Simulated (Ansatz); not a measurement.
Process, species as SMILES: B=N (BNH2) [iminoborane] → B=[N] + H atom (the H-N bond at the site shown breaks; other sites are not compared here)
Each molecule is optimised on its own at B3LYP-D3(BJ)/def2-TZVP (Ansatz, an electronic-structure program).

Wanted: bond dissociation energy (electronic energy difference), in kcal/mol. Correlated levels leave the core frozen unless marked. Open shells are spin-unrestricted. Spin-orbit coupling is left out. Non-relativistic. CBS marks a two-point X^-3 extrapolation of the correlation energy; Hartree-Fock from the larger set.

```
level                                        program  bond dissociation energy (kcal/mol)
------------------------------------  --------------  -----------------------------------
PBE0/6-31G*                                   Ansatz                                    …
BHLYP-D3(BJ)/def2-TZVPD               Ansatz + dftd3                                    …
LC-wPBE-D4/def2-TZVPD                 Ansatz + dftd4                                134.1
wB97M-V/def2-TZVPD                            Ansatz                                135.1
B2GP-PLYP/def2-TZVPD                          Ansatz                                135.2
PBE-QIDH/def2-TZVPD                           Ansatz                                135.1
SCS-MP2/6-31G                                 Ansatz                                131.9
SCS-MP2/cc-pVQZ                               Ansatz                                140.6
SCS-MP2/def2-QZVPPD                           Ansatz                                140.8
CCSD/6-31G*                                   Ansatz                                    …
CCSD/def2-TZVPPD                              Ansatz                                    …
CCSD(T)/CBS(aug-cc-pVTZ,aug-cc-pVQZ)          Ansatz                                137.4
```

Q: Fill in the missing entries.

A: 
- PBE0/6-31G*, bond dissociation energy (kcal/mol): 129.2
- BHLYP-D3(BJ)/def2-TZVPD, bond dissociation energy (kcal/mol): 131.7
- CCSD/6-31G*, bond dissociation energy (kcal/mol): 122.4
- CCSD/def2-TZVPPD, bond dissociation energy (kcal/mol): 133.5
